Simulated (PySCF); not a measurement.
# Working out the ionisation energy of Mo²⁺

Mo²⁺ [Kr] 4d4 (5D) → Mo³⁺ [Kr] 4d3 (4F). All numbers are calculated (PySCF 2.14, scalar relativity through the core potential, in def2-TZVP with the def2 core potential (28 electrons)). Frozen: 4s2 4p6. Energies in hartree (1 hartree = 27.21139 eV):

| part | Mo²⁺ (lower) | Mo³⁺ (upper) |
| --- | --- | --- |
| UHF | -66.779701 | -65.820350 |
| MP2 opposite-spin | 0.000000 | 0.000000 |
| MP2 same-spin | -0.025771 | -0.010714 |

Problem. What does Hartree-Fock give?

Solution. (-65.820350) − (-66.779701) = 0.959351 hartree = 26.105 eV.

Problem. What do MP2 and SCS-MP2 (6/5 opposite-spin, 1/3 same-spin) give?

Solution. The opposite-spin parts differ by 0.000 eV and the same-spin parts by 0.410 eV. MP2: 26.105 + (0.000) + (0.410) = 26.515 eV. SCS-MP2: 26.105 + 1.2 × (0.000) + (0.410)/3 = 26.242 eV.

Reference: 27.13 ± 0.12 eV (semi-empirical (NIST evaluation); NIST Atomic Spectra Database, ionization energies), between the lowest levels; spin-orbit coupling is absent from the calculation.

What remains against the reference includes basis incompleteness, the frozen core and correlation beyond second order.
